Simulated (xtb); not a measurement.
C2H5F2In, SMILES C[CH2][In]([F])[F]. All values are semi-empirical tight-binding results from xtb (GFN2-xTB unless named), good for trends rather than for accurate numbers. Geometry optimised at GFN2-xTB. The structure was generated by enumeration; whether it is a known compound was not checked. Other conformers were not sampled.

For metal compounds this method's bond lengths and energies can be far off.

Q: Estimate the properties. (An estimate is asked for; the answer gives what the named calculation found.)

A: 
* **orbital gap**: 2.75 eV
* **zero-point energy**: 40.4 kcal/mol
* **G − E(el) at 298.15 K (modified RRHO)**: 18.5 kcal/mol
